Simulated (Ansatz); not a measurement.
Program: Ansatz. Geometries: PBE0-D4/def2-TZVP. ΔE: electronic, gas phase. CBS: MP2 limit from def2 TZ/QZ plus the TZ coupled-cluster correction, frozen cores. Functionals use def2-TZVPP. Each species was taken in one conformer, which may not be the lowest.

Consider the ligand exchange at the Si–O bond: `[AlH2][BH]O[SiH3]` + `OB(O)Cl` → `OB(Cl)O[SiH3]` + `O[BH][AlH2]`.

`[AlH2][BH]O[SiH3]`:

```xyz
10

Al    2.357   -0.161   -1.121
B     0.708   -0.037    0.256
O    -0.563    0.028   -0.215
Si   -2.024    0.130    0.568
H     2.924   -1.565   -1.623
H     3.094    1.146   -1.663
H     0.845   -0.020    1.463
H    -1.811    0.143    2.038
H    -2.692    1.378    0.128
H    -2.838   -1.043    0.170
```

`OB(O)Cl`:

Cartesian coordinates in Å:
```
O -0.249 -0.287 1.068
B -0.057 0.141 -0.205
O 0.953 -0.342 -0.957
Cl -1.127 1.353 -0.928
H -0.998 0.127 1.502
H 1.478 -0.992 -0.480
```

`OB(Cl)O[SiH3]`:

```xyz
9

O    -1.365    0.596    0.894
B    -1.148   -0.453    0.064
Cl   -2.464   -1.586   -0.306
O     0.059   -0.652   -0.490
Si    1.482    0.191   -0.366
H    -2.262    0.642    1.232
H     2.459   -0.516   -1.225
H     1.947    0.197    1.042
H     1.291    1.582   -0.844
```

`O[BH][AlH2]`:

```xyz
7

O    -0.850   -1.336    0.690
B     0.191   -0.731    0.063
Al    0.090    1.377   -0.334
H    -0.723   -2.280    0.828
H     1.136   -1.426   -0.243
H    -0.507    1.944   -1.701
H     0.663    2.451    0.698
```

| level | ΔE (eV) |
| --- | --- |
| r2SCANh-D4 | -0.08 |
| r2SCAN0-D4 | -0.08 |
| ωB97M-V | -0.09 |
| SCS-MP2/def2-TZVPP | -0.08 |

(1) What does CCSD(T)/CBS give? (Best estimate.)

Largest T1 diagnostic among the species: 0.014.

Answers

(1) Computed: -0.08 eV. The listed levels differ from it by 0.00, 0.00, -0.01, 0.00 eV.

Leaving LDA and LC-ωPBE aside and taking each functional with its dispersion term where it has one, the values, not all of them listed here, spread over 0.01 eV, from ωB97X-V to PBE-QIDH.
